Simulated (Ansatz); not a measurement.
The cluster Ga₃N₃⁺. Charge 1, multiplicity 2. Geometry B3LYP-D4/def2-SVP, that of the neutral singlet; atoms count from 1.

```tsv
atom	x (Å)	y (Å)	z (Å)
Ga1	1.332	0.597	-0.358
Ga2	-0.406	-0.122	1.442
Ga3	-0.926	-0.475	-1.084
N4	1.252	0.643	1.466
N5	-1.801	-0.808	0.484
N6	0.549	0.165	-1.950
```

The structure comes from a short search, and lower isomers may exist.

Question: Estimate the Mulliken populations from the PBE0/def2-TZVP orbitals of Ansatz.

Answer: 
| atom | charge (e) | spin (α − β) |
| --- | --- | --- |
| Ga1 | 0.60 | 0.02 |
| Ga2 | 0.59 | -0.20 |
| Ga3 | 0.60 | 0.02 |
| N4 | -0.23 | 0.62 |
| N5 | -0.23 | 0.62 |
| N6 | -0.32 | -0.09 |
Mulliken values depend strongly on the basis.

Question: Where does the spin sit?

Answer: Summed by element: Ga -0.15, N 1.15, of 1 unpaired in all. Largest on single atoms: N4 0.62, N5 0.62, Ga2 -0.20.

Question: And the Mayer bond orders between heavy atoms (over 0.3)?

Answer: Ga1–Ga3 0.34 (2.60 Å); Ga1–N4 1.15 (1.83 Å); Ga1–N6 1.43 (1.83 Å); Ga2–N4 1.34 (1.83 Å); Ga2–N5 1.34 (1.83 Å); Ga3–N5 1.15 (1.83 Å); Ga3–N6 1.43 (1.83 Å).
